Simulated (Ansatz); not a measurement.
Job for Ansatz (a quantum-chemistry and plane-wave program): R-CCSD(T)/aug-cc-pVDZ on CH3Br (SMILES CBr) with ghost functions, monomers drawn apart or pushed together. The run froze 15 orbitals, filled d shells among them.

Ansatz 0.2 input:
```yaml
crystal:
  periodic: [false, false, false]
  atoms:
    - {symbol: C, position_ang: [0.57662962, 1.18870876, 4.20244494]}
    - {symbol: Br, position_ang: [-0.07612412, -0.60107217, 4.65174140]}
    - {symbol: H, position_ang: [0.61245187, 1.26091085, 3.12152253]}
    - {symbol: H, position_ang: [1.56367714, 1.29671431, 4.63803551]}
    - {symbol: H, position_ang: [-0.11899713, 1.90652080, 4.62259317]}
basis:
  gaussian:
    orbitals: aug-cc-pVDZ
    ghost_atoms:
      - {symbol: C, position_ang: [0.05417364, 0.05640722, 0.16268498]}
      - {symbol: H, position_ang: [-0.12555833, -0.57143035, 1.03421359]}
      - {symbol: H, position_ang: [-0.57916204, 0.94176924, 0.21288607]}
      - {symbol: H, position_ang: [1.10137235, 0.35710060, 0.13704253]}
      - {symbol: H, position_ang: [-0.18084523, -0.50195570, -0.74246462]}
magnetization: {spin_polarized: false}
correlation: {method: ccsd_t, electrons: outside_noble_gas}
scf: {lower_state_search: off}
```

**Question.** What total energy does the run end on?

**Answer.** -2612.3238 hartree (reference determinant -2612.0057, T1 diagnostic 0.009).

**Question.** How many basis functions does it have, and what does it roughly cost on one machine?

**Answer.** 145 functions; very roughly 12 core-seconds.
